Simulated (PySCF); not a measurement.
# [CrCl5]3-: what the settings change

[CrCl5]3-: Cr(II) (d4), charge -3. The structure is a PBE0-D3(BJ)/def2-TZVP, IEF-PCM water geometry optimised for multiplicity 5; coordination square pyramidal, point group C2v, metal–donor distances 2.42–2.70 Å.

```
6

Cr    0.0000    0.0000    0.0000
Cl    2.4233    0.0000   -0.1779
Cl   -2.4233    0.0000   -0.1779
Cl    0.0000   -2.3852   -0.4189
Cl    0.0000    2.3852   -0.4189
Cl    0.0000    0.0000    2.7014
```

Method (PySCF 2.14, density fitting): CASSCF(4,5) with orbitals averaged over all microstates of the shell, strongly contracted NEVPT2 on the averaged canonical orbitals; basis x2c-TZVPall on the metal, x2c-SVPall elsewhere; spin-free X2C; IEF-PCM water; spin-orbit coupling by state interaction with the mean-field operator over all roots.

Base run: NEVPT2 ground state 5A1, next 5A1 at 9599, then 5A2 at 9913 cm⁻¹, B(CASSCF) 968, ζ 224 cm⁻¹, D -1.89 cm⁻¹, g 1.962 1.992 1.994, μeff(300 K) 4.88 μB.

What happens with the basis x2c-TZVPall on all atoms?

NEVPT2 ground state 5A1, next 5A1 at 9256, then 5A2 at 9592 cm⁻¹, B(CASSCF) 966, ζ 223 cm⁻¹, D -1.92 cm⁻¹, g 1.960 1.992 1.994, μeff(300 K) 4.88 μB. It took 19 s against 9.8 s on a shared host of the same kind.

What happens with orbitals averaged over the highest spin alone?

NEVPT2 ground state 5A1, next 5A1 at 9138, then 5A2 at 9465 cm⁻¹, B(CASSCF) 1000, ζ 232 cm⁻¹, D -2.08 cm⁻¹, g 1.957 1.991 1.993, μeff(300 K) 4.87 μB.

No frequencies were computed for the optimised geometry. NEVPT2 lifts 5A2 from 8088 to 9913 cm⁻¹; on the d shell alone such lifts tend to overshoot.
